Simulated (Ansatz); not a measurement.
The same ligand exchange along the group Mg, Zn, Cd.

Calculated with Ansatz (gas phase, PBE0-D4/def2-TZVP geometries, no zero-point term in ΔE). CBS: MP2 limit from def2 TZ/QZ plus the TZ coupled-cluster correction, frozen cores. This one scheme is used for every species. DFT in def2-TZVPP. def2 core potentials past Kr. For Cd, Mg, Zn outer-core shells are correlated without core-valence functions, which leaves a few kJ/mol of doubt a bond. Scalar relativity is left out up to krypton. One conformer a species, not always the lowest.

```
                                              reaction  B2PLYP (kcal/mol)  MP2/CBS(def2) (kcal/mol)  revPBE-D4 (kcal/mol)  CCSD(T)/CBS(def2) (kcal/mol)
`[Cl][Mg][Cl]` + `O[SiH3]` → `[SiH3][O][Mg][Cl]` + HCl               10.4                       9.4                  11.1                           9.3
`[Cl][Zn][Cl]` + `O[SiH3]` → `[SiH3][O][Zn][Cl]` + HCl               16.7                      17.1                  17.2                          17.1
`[Cl][Cd][Cl]` + `O[SiH3]` → `[SiH3][O][Cd][Cl]` + HCl               21.8                      22.6                  21.3                          22.4
```

Largest T1 diagnostic: 0.015, for `[SiH3][O][Zn][Cl]`.
